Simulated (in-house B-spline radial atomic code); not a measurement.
RPA and G0W0 for Sb³⁺, [Kr] 4d10 5s2, as one setting changes: the radius of a hard wall (bohr). Start: PBE. A dash marks a level of low quasi-particle weight. Computed with an all-electron radial atomic-structure program (B-spline basis): all electrons, scalar-relativistic (spin-free one-electron X2C), finite nucleus, each spin shell either full or empty, empty states to l = 9 with an (l + 1/2)⁻⁴ tail; G0W0 by contour deformation at full frequency.

```
radius of a hard wall (bohr)  mean-field level (eV)  G0W0 level (eV)  RPA correlation (Eh)
                           2                 27.462        5s 19.234                -3.978
                         2.5                -16.470       5s -23.564               -3.9188
                           3                 -30.70        5s -37.12               -3.8898
                         3.5                      ?                ?                     ?
                           4                 -37.74        5s -43.42               -3.8606
                           5                 -38.74        5s -44.15               -3.8522
                           6                      ?                ?                     ?
                           8                 -38.88        5s -44.21               -3.8494
                          12                 -38.88        5s -44.21               -3.8485
```

Problem. What belongs in the row for 3.5?

Solution. mean-field level (eV): -35.81; G0W0 level (eV): 5s -41.78; RPA correlation (Eh): -3.8714.

Problem. What belongs in the row for 6?

Solution. mean-field level (eV): -38.87; G0W0 level (eV): 5s -44.21; RPA correlation (Eh): -3.8504.
